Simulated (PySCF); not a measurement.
# Electron correlation in F+ (fluorine, charge +1)

[He] 2s1 2p4 3s1, high-spin 5P determinant (an excited configuration). Computed with PySCF 2.14 in aug-cc-pCVTZ-DK with one added diffuse shell each of s, p, d, f type (8s7p5d3f, 75 functions), with scalar relativity by spin-free X2C-1e. Frozen: nothing; 8 electrons correlated.

```
  level  correlation energy (mhartree)
   CCSD                        -188.42
    (T)                         -11.00
CCSD(T)                        -199.42
```

Diagnostics: T1 = 0.013, D1 = 0.0515, largest double amplitude 0.341.

The outer electron is Rydberg-like, and this basis confines it to a smaller radius and binds it less than a complete one would. A double-excitation amplitude exceeds 0.15, a sign of near-degeneracy.

Cost of the coupled-cluster step: of the order of 60 core-seconds, for 8 correlated electrons.
